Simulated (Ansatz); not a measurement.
```yaml
crystal:
  periodic: [false, false, false]
  atoms:
    - {symbol: F, position_ang: [-2.082191, 1.212963, -0.054059]}
    - {symbol: Si, position_ang: [-0.581201, 0.684641, 0.098609]}
    - {symbol: S, position_ang: [-0.319643, -0.977366, -1.213952]}
    - {symbol: S, position_ang: [1.640379, -1.085650, -0.564611]}
    - {symbol: H, position_ang: [0.337714, 1.777348, -0.280756]}
    - {symbol: H, position_ang: [-0.387259, 0.246463, 1.498371]}
    - {symbol: H, position_ang: [1.453499, -1.926397, 0.470697]}
basis:
  gaussian: {orbitals: cc-pVTZ-DK}
hamiltonian: {xc: {name: M06-2X}, dispersion: d3bj}
accuracy: high
output: {forces: true}
```

```sh
$ ansatz run in.yaml --threads 2 --pin off --events-out ev --progress --plain --max-ram 4352MiB
```

Output, abridged:

```
Error: YAML parse error: error: line 13 column 19: hamiltonian.xc: no functional is named "M06-2X"; the names, which are not case-sensitive, are SVWN5, SPW92, PBE, PBE0, PBEsol, revPBE, revPBE0, RPBE, rPW86-PBE, HSE06, wPBEh, LC-wPBE, HISS, HF, BLYP, B3LYP, B3LYP5, BHLYP, CAM-B3LYP, r2SCAN, r2SCANh, r2SCAN0, r2SCAN50, m-r2SCAN, B97, wB97, wB97X, wB97X-V, B97M-V, wB97M-V, B2PLYP, B2GP-PLYP, PBE0-DH, PBE-QIDH
11 | basis:
12 |   gaussian: {orbitals: cc-pVTZ-DK}
13 | hamiltonian: {xc: {name: M06-2X}, dispersion: d3bj}
14 | accuracy: high
15 | output: {forces: true}
```

Problem. Something in this input is off. What?

Solution. The method's name isn't one that the program takes here. The program refused the input.

HSE06 is defined as in plane-wave codes.
